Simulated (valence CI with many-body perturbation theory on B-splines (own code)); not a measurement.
## Ladder of approximations for Eu XV

Calculated by relativistic CI+MBPT: three valence electrons over a frozen Dirac-Fock core [Kr] 4d10, a basis of 8 s, 8 p, 9 d, 9 f, 6 g, 3 h, 2 i functions for each j, with the one-electron correlation potential Σ1 (screened to all orders), the two-electron term Σ2, the three-electron term Σ3, Breit, model QED; selected single and double excitations, second order for the rest, scaled by the run's own slope (own B-spline code, finite nucleus).

No measured levels were compared; by estimate terms of the open shell hold to a few per cent of their energy, and close levels can change places; configurations with another count of f electrons can be misplaced by thousands of cm⁻¹. Core correlation moves these levels by up to 35000 cm⁻¹, and in measured spectra 5 to 20 % of such shifts remained as error; rates that hang on mixing are uncertain with them.

Each rung adds one term. CI alone is the Dirac-Coulomb CI over the frozen core; QED comes last and gives the full result, which names the levels. Energies are above 4f2 5s 4H_7/2 on the same rung, in cm⁻¹.

Names give the largest LS component (configuration and term), which can be under half, so a name can repeat, a term be missing and a line seem to break the LS rules; names also repeat where a configuration has a term twice. Letters in brackets count levels of one name in rising energy.

```
           Level  CI alone   + Σ1   + Σ2   + Σ3  + Breit   Full
     4f3 4I°_9/2     37637  31151   5873   5239     3594   2419
   4f2 5s 4H_9/2      2473   2585   2751   2752     2591   2600
    4f3 4I°_11/2     41533  35337  10350   9727     7706   6554
  4f2 5s 4H_11/2      6506   6914   7254   7251     6725   6758
   4f2 5s 4F_3/2     10010  10185   9598   9598     9639   9648
    4f3 4I°_13/2     45608  39686  14955  14338    11920  10789
  4f2 5s 4H_13/2     11014  11717  12238  12230    11303  11360
   4f2 5s 4F_5/2     11672  11942  11478  11478    11392  11408
   4f2 5s 2H_9/2     12825  13055  13747  13762    13471  13476
   4f2 5s 4F_7/2     14006  14450  14221  14217    13880  13912
    4f3 4I°_15/2     49775  44108  19598  18979    16156  15044
   4f2 5s 4F_9/2     15565  16022  16310  16316    15835  15862
   4f2 5s 2G_7/2     19251  19716  20664  20669    20283  20306
  4f2 5s 2H_11/2     20684  21331  22451  22472    21616  21649
   4f2 5s 2F_5/2     22364  22680  22874  22902    22737  22738
     4f3 4F°_3/2     58822  52619  26158  25485    23945  22779
 4f3 2H°_9/2 [a]     59107  52980  27786  26799    24972  23812
   4f2 5s 2G_9/2     22912  23728  24765  24761    24008  24062
     4f3 4F°_5/2     61087  55079  28828  28122    26325  25177
     4f3 4F°_7/2     62852  56933  30949  30166    28172  27030
     4f3 4S°_3/2     61960  56043  29987  30126    28266  27121
   4f2 5s 2F_7/2     28751  29528  30255  30273    29515  29557
     4f3 4F°_9/2     65165  59443  33823  33024    30757  29630
4f3 2H°_11/2 [a]     65676  60009  35335  34362    31976  30852
     4f3 2G°_7/2     68434  62606  36971  36102    34170  33028
     4f3 4G°_5/2     69792  63729  36891  36419    34056  33126
    4f3 2K°_13/2     71966  66105  40090  39299    37057  35914
   4f2 5s 2D_5/2     38056  38656  36802  36810    36586  36611
     4f3 4G°_7/2     73042  67269  40774  40077    38165  37046
  4f 5s2 2F°_5/2      9346  16276  34154  33770    36164  37105
   4f2 5s 2D_3/2     38639  39277  37470  37477    37235  37263
```

Task: How does the ionisation energy move along the ladder, and which term matters most?

Result: CI alone 276.97, + Σ1 279.14, + Σ2 280.20, + Σ3 280.14, + Breit 279.99, + QED 279.86 eV. The largest step is Σ1, 2.16 eV. NIST lists 281 ± 14 eV (theoretical).
